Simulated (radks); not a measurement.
Values are calculated unless marked as measured or tabulated.
Spherical jellium clusters: N electrons in a uniform positive sphere of charge N and radius rs N^(1/3), rs = 4.57 bohr. Level of theory: non-relativistic Kohn-Sham, LDA (Slater exchange, Perdew-Wang correlation), spin-polarised, spherical densities (a radial shooting solver with Libxc functionals). Levels are named by radial order and angular momentum (1s, 1p, 1d, 2s, ...), and open shells are averaged over m.

N = 13, configuration 1s2 1p6 1d(up 5, down 0). This is the lowest configuration that the search found. Occupied and some empty levels:

level,occupation,eigenvalue (eV),<r> (bohr)
1s up,1,-4.3353,6.928
1s down,1,-3.9993,6.562
1p up,3,-3.6022,8.115
1p down,3,-3.1824,8.050
1d up,5,-2.6566,9.048
1d down,0,-2.2222,9.162
2s up,0,-2.1364,7.790
2s down,0,-1.9324,8.052
1f up,0,-1.5656,9.978
1f down,0,-1.1605,10.28
2p up,0,-1.0605,10.19
2p down,0,-0.85769,10.61

Energy (eV): total -23.4380, kinetic 18.465, external -507.22, Hartree 251.06, exchange-correlation -42.515, background 256.78.
